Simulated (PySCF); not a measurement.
# Electron correlation in Tb⁵³⁺ (terbium, charge +53)

[Ne] 3s2, closed-shell 1S. Computed with PySCF 2.14 in an uncontracted even-tempered set (17 s from 13 bohr⁻², ratio 2.5; 12 p from 17 bohr⁻², ratio 2.5; 4 d from 62 bohr⁻², ratio 2.7; 4 f from 94 bohr⁻², ratio 2.7), with scalar relativity by spin-free X2C-1e. Frozen: 1s2; 10 electrons correlated; the 20 highest virtual orbitals of each spin left out.

| level | correlation energy (mhartree) |
| --- | --- |
| CCSD | -492.93 |
| (T) | -0.53 |
| CCSD(T) | -493.46 |

Diagnostics: T1 = 0.00014, D1 = 0.0004, largest double amplitude 0.041.

Cost of the coupled-cluster step: roughly 6 core-seconds, for 10 correlated electrons.

At this charge the one-electron X2C treatment keeps the bare 1/r₁₂, with no two-electron picture change or Breit term. The effect here is smaller than on the frozen 1s shell; and a scalar Hamiltonian misses the large spin-orbit splitting of the p shells, which matters for ns² → np² pairs.
